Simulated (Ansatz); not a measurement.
A first, cheap relaxation of F2H4N2Si (`N[Si](N)(F)F`).

```yaml
crystal:
  periodic: [false, false, false]
  atoms:
    - {symbol: N, position_ang: [-1.069900, 0.447800, -0.652100]}
    - {symbol: Si, position_ang: [0.433700, 0.013400, -0.299500]}
    - {symbol: N, position_ang: [0.172900, -0.548900, 1.238600]}
    - {symbol: F, position_ang: [0.984300, -1.153400, -1.245300]}
    - {symbol: F, position_ang: [1.406700, 1.262300, -0.328700]}
    - {symbol: H, position_ang: [-1.377900, 1.174400, 0.055700]}
    - {symbol: H, position_ang: [-1.047000, 1.025600, -1.523300]}
    - {symbol: H, position_ang: [-0.472300, -1.248500, 1.172300]}
    - {symbol: H, position_ang: [1.058000, -1.019000, 1.565400]}
basis:
  gaussian: {orbitals: def2-SVP}
hamiltonian: {xc: pbe, dispersion: d4}
relax: {f_tol: 0.03, max_steps: 200}
```

```sh
$ ansatz run in.yaml --threads 4 --pin off --events-out ev --progress --plain --max-ram 10444MiB
```

Shortened log:

```
Functional definition: PBE
mean field -16338.66625623 eV, -600.4349101705 hartree, gradient 3.7e-5 eV, S^2 0.000000; 0 other end points of the search recorded, 0 dependent functions left out
relax step   1: F+E_penalty+E_count = -16338.84578436 eV  Δ(F+E_penalty+E_count) = +0.000e0 eV  max|allowed force component| = 4.435e0 eV/Å  Δτ_max = 0.0000 Å  (27 SCF iters, accepted)
mean field -16339.47111518 eV, -600.4644881916 hartree, gradient 7.9e-6 eV, S^2 0.000000; 0 other end points of the search recorded, 0 dependent functions left out
relax step   2: F+E_penalty+E_count = -16339.64848737 eV  Δ(F+E_penalty+E_count) = -8.027e-1 eV  max|allowed force component| = 1.591e0 eV/Å  Δτ_max = 0.1122 Å  (27 SCF iters, accepted)
mean field -16339.70814404 eV, -600.4731988416 hartree, gradient 1.0e-5 eV, S^2 0.000000; 0 other end points of the search recorded, 0 dependent functions left out
relax step   3: F+E_penalty+E_count = -16339.88319489 eV  Δ(F+E_penalty+E_count) = -2.347e-1 eV  max|allowed force component| = 2.190e-1 eV/Å  Δτ_max = 0.1099 Å  (27 SCF iters, accepted)
mean field -16339.76180291 eV, -600.4751707687 hartree, gradient 1.7e-5 eV, S^2 0.000000; 0 other end points of the search recorded, 0 dependent functions left out
relax step   4: F+E_penalty+E_count = -16339.93684758 eV  Δ(F+E_penalty+E_count) = -5.365e-2 eV  max|allowed force component| = 4.632e-1 eV/Å  Δτ_max = 0.0865 Å  (26 SCF iters, accepted)
mean field -16339.78876673 eV, -600.4761616706 hartree, gradient 2.3e-5 eV, S^2 0.000000; 0 other end points of the search recorded, 0 dependent functions left out
relax step   5: F+E_penalty+E_count = -16339.96360364 eV  Δ(F+E_penalty+E_count) = -2.676e-2 eV  max|allowed force component| = 2.912e-1 eV/Å  Δτ_max = 0.0667 Å  (26 SCF iters, accepted)
mean field -16339.80323194 eV, -600.4766932572 hartree, gradient 1.3e-5 eV, S^2 0.000000; 0 other end points of the search recorded, 0 dependent functions left out
relax step   6: F+E_penalty+E_count = -16339.97764077 eV  Δ(F+E_penalty+E_count) = -1.404e-2 eV  max|allowed force component| = 1.098e-1 eV/Å  Δτ_max = 0.0962 Å  (26 SCF iters, accepted)
mean field -16339.80575224 eV, -600.4767858769 hartree, gradient 2.2e-5 eV, S^2 0.000000; 0 other end points of the search recorded, 0 dependent functions left out
relax step   7: F+E_penalty+E_count = -16339.98013532 eV  Δ(F+E_penalty+E_count) = -2.495e-3 eV  max|allowed force component| = 3.063e-2 eV/Å  Δτ_max = 0.0216 Å  (27 SCF iters, accepted)
mean field -16339.80577555 eV, -600.4767867332 hartree, gradient 2.2e-5 eV, S^2 0.000000; 0 other end points of the search recorded, 0 dependent functions left out
relax step   8: F+E_penalty+E_count = -16339.98022519 eV  Δ(F+E_penalty+E_count) = -8.987e-5 eV  max|allowed force component| = 3.501e-2 eV/Å  Δτ_max = 0.0187 Å  (27 SCF iters, accepted)
mean field -16339.80591674 eV, -600.4767919219 hartree, gradient 2.2e-5 eV, S^2 0.000000; 0 other end points of the search recorded, 0 dependent functions left out
relax step   9: F+E_penalty+E_count = -16339.98036411 eV  Δ(F+E_penalty+E_count) = -1.389e-4 eV  max|allowed force component| = 6.967e-3 eV/Å  Δτ_max = 0.0101 Å  (27 SCF iters, accepted)
mean field -16339.80591674 eV, -600.4767919219 hartree, gradient 2.2e-5 eV, S^2 0.000000; 1 other end points of the search recorded, 0 dependent functions left out
Total energy: -16339.98039601 eV, -600.4832039169 hartree
Atom 0 at    -1.070164     0.681024    -0.734854 Å, force     0.005024     0.000936    -0.005341 eV/Å
Atom 1 at     0.436749     0.018355    -0.279547 Å, force    -0.006967    -0.000341     0.004619 eV/Å
Atom 2 at     0.296661    -0.735050     1.246875 Å, force     0.006693    -0.000036    -0.002656 eV/Å
Atom 3 at     0.876650    -0.925564    -1.539570 Å, force     0.003849     0.000229     0.001857 eV/Å
Atom 4 at     1.690182     1.055576    -0.120682 Å, force    -0.000183    -0.000055    -0.004325 eV/Å
Atom 5 at    -1.569618     1.310118    -0.105050 Å, force    -0.001569     0.002245     0.001927 eV/Å
Atom 6 at    -1.269016     0.881976    -1.716248 Å, force     0.000185    -0.001709     0.005433 eV/Å
Atom 7 at    -0.430239    -1.431669     1.414761 Å, force    -0.002441    -0.002696     0.000572 eV/Å
Atom 8 at     1.127296    -0.901066     1.817415 Å, force    -0.004592     0.001427    -0.002087 eV/Å
Dipole moment:    -0.430604    -0.023685     0.280044 e Å
```

Hardware: 4 threads of an AMD EPYC on a shared host. Wall time 47 s, peak host memory 0.15 GiB.
